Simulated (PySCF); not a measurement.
**V: excitation energy**

V [Ar] 3d3 4s2 (4F) → V [Ar] 3d5 (6S), as a difference of total energies. All numbers are calculated (PySCF 2.14, scalar relativity by spin-free X2C-1e, in x2c-TZVPPall (6s5p4d2f1g, 64 functions)). Correlated levels: valence and next inner shell: [Ne] frozen. The calculations carry no spin-orbit coupling.

```csv
method,excitation energy (cm⁻¹)
UHF,30338
MP2 (valence and next inner shell),14598
SCS-MP2 (valence and next inner shell),26502
CCSD (valence and next inner shell),22271
CCSD(T) (valence and next inner shell),21646
```

A first-order spin-orbit estimate (lowest level to lowest level, LS coupling) adds 0.042 eV.
